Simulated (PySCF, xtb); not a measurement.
C2H6SZn, SMILES [Zn]([SH])[CH2]C. One conformer was computed; it need not be the lowest.

Harmonic wavenumbers (cm⁻¹) from GFN2-xTB run with xtb at its own minimum, in rising order: 32, 39, 107, 183, 204, 253, 422, 506, 616, 928, 984, 1053, 1185, 1225, 1413, 1468, 1488, 1497, 2494, 2976, 2992, 3005, 3008, 3009.

What does PBE0-D3(BJ)/def2-SVP (PySCF) give at its own minimum? (The exact figures need the calculation; the answer reports its results.)

29, 74, 97, 233, 242, 369, 549, 587, 638, 935, 966, 1052, 1209, 1245, 1395, 1432, 1472, 1480, 2702, 3037, 3054, 3104, 3117, 3137. Paired by order, the mean absolute difference is 54 cm⁻¹ and the zero-point energies are 44.4 and 46.0 kcal/mol.
